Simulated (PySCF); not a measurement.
(E)-1-bromo-2-fluoroprop-1-ene (C3H4BrF), SMILES C/C(F)=C\Br. Atoms are numbered in the order given.

```xyz
9

C      1.3744    -1.6822     0.0000
C     -0.0929    -1.4446     0.0000
F     -0.8086    -2.5877     0.0000
C     -0.7793    -0.2977     0.0000
Br     0.0253     1.4116     0.0000
H      1.6587    -2.2706     0.8880
H      1.9301    -0.7372     0.0000
H      1.6587    -2.2706    -0.8880
H     -1.8693    -0.2934     0.0000
```
Charge 0, spin multiplicity 1.

The structure is a stationary point at B3LYP-D3(BJ)/def2-SVP.

These are PBE/def2-TZVP run with PySCF values and carry that method's errors.

Q: Estimate the frontier levels, gap, dipole moment and polarisability. (An estimate is asked for; the answer gives what the named calculation found.)

A: 
```json
{
 "highest_occupied_level": "-5.86 eV",
 "lowest_empty_level": "-1.06 eV",
 "orbital_gap": "4.80 eV",
 "dipole_moment": "0.96 D",
 "quadrupole, principal values (traceless, Buckingham form, about the centre of nuclear charge)": "-4.05, -1.49, 5.53 D·Å",
 "mean_static_polarisability": "58.3 bohr³ (8.64 Å³)",
 "polarisability_principal_values": "40.6, 54.5, 79.9 bohr³"
}
```
